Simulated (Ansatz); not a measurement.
System: C$_{3}$H$_{3}$, charge 1, multiplicity 1. It need not be the lowest isomer of its formula. 
Geometry from a B3LYP-D3(BJ)/def2-TZVP (Ansatz, a first-principles code) optimisation:
```xyz
6

C     -1.2055    -0.2741    -0.0114
C      0.1021     0.0232     0.0010
C      1.2954     0.2946     0.0123
H     -1.6059    -1.0478     0.6419
H     -1.8893     0.2530    -0.6751
H      2.3426     0.5327     0.0222
```
Charge +1, spin multiplicity 1.

Property: vertical ionisation energy (to the doublet state of charge +2; each state is the SCF solution reached for its spin; for the singlet the Hartree-Fock reference is unstable and T1 is 0.021), in eV. Cores are frozen in the correlated levels unless marked. UHF or UKS for open shells. Spin-orbit coupling is left out. No relativistic terms. CBS marks a two-point X^-3 extrapolation of the correlation energy; Hartree-Fock from the larger set. The bracket is a focal-point correction in the basis named.

RI-MP2/CBS(aug-cc-pVTZ,aug-cc-pVQZ)+[CCSD(T)-MP2]/aug-cc-pVTZ (Ansatz) gives 18.36 eV.

**Question.** Another calculation gave 18.33 eV. Which level was it?
A) BHLYP/def2-TZVPD (Ansatz)
B) PBE0/def2-TZVPD (Ansatz)
C) B2PLYP/def2-TZVPD (Ansatz)
D) SVWN5/def2-TZVPD (Ansatz)

**Answer.** D, SVWN5/def2-TZVPD (Ansatz). The others give 18.14 (B2PLYP), 18.02 (PBE0), 17.80 (BHLYP) eV.
